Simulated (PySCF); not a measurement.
## Br (bromine, neutral): UHF calculation

Configuration: [Ar] 3d10 4s2 4p5, 2P determinant. Computed with PySCF 2.14 in x2c-QZVPPall with one added diffuse shell each of s, p, d, f type (12s9p6d5f1g, 113 functions), with scalar relativity by spin-free X2C-1e.

- Total energy: -2604.502980 hartree
- One-electron energy: -3622.8241 hartree
- Hartree (Coulomb) energy: 1109.5076 hartree
- Exchange energy: -91.1865 hartree
- ⟨S²⟩: 0.7592
- ⟨L²⟩: 2.037
- Sum of ⟨r⟩: 25.72 bohr
- Sum of ⟨r²⟩: 40.09 bohr²
- Traceless quadrupole moment −½Σ⟨3z² − r²⟩ along its main axis: 2.03 e·bohr²
- Langevin diamagnetic susceptibility: -31.8 ×10⁻⁶ cm³/mol

| shell | electrons | mean orbital energy (hartree) | spread (hartree) | rms radius, mean of both spins (bohr) |
| --- | --- | --- | --- | --- |
| 1s α | 1 | -498.23048 | 0 | 0.0492 |
| 1s β | 1 | -498.22593 | 0 | 0.0492 |
| 2s α | 1 | -67.09789 | 0 | 0.205 |
| 2s β | 1 | -67.09549 | 0 | 0.205 |
| 2p α | 3 | -58.99832 | 0.00745 | 0.183 |
| 2p β | 3 | -58.99314 | 0.00363 | 0.183 |
| 3s α | 1 | -10.19948 | 0 | 0.588 |
| 3s β | 1 | -10.19128 | 0 | 0.588 |
| 3p α | 3 | -7.55319 | 0.02270 | 0.607 |
| 3p β | 3 | -7.54204 | 0.00485 | 0.607 |
| 3d α | 5 | -3.15690 | 0.02139 | 0.651 |
| 3d β | 5 | -3.15125 | 0.01076 | 0.651 |
| 4s α | 1 | -1.07591 | 0 | 1.83 |
| 4s β | 1 | -0.96897 | 0 | 1.83 |
| 4p α | 3 | -0.47654 | 0.06923 | 2.28 |
| 4p β | 2 | -0.43299 | 0 | 2.28 |

Densities and radii are taken from the X2C orbitals without a picture-change correction, which distorts them close to the nucleus.

Spin-orbit constants ζ (cm⁻¹) from the X2C one-electron operator on these orbitals: bare nucleus, nucleus screened by l(l+1)(2l+1)/3 electrons, and screened by the Breit-Pauli mean field of the electrons.

| shell | bare | screened nucleus | mean field |
| --- | --- | --- | --- |
| 2p | 262800 | 247800 | n/a |
| 3p | 37840 | 35680 | n/a |
| 3d | 4672 | 3337 | n/a |
| 4p | 2568 | 2421 | n/a |

To first order the Landé constant is A = -2421 cm⁻¹, so the lowest level has J = 3/2 and lies 0.150 eV below the centre of the term.
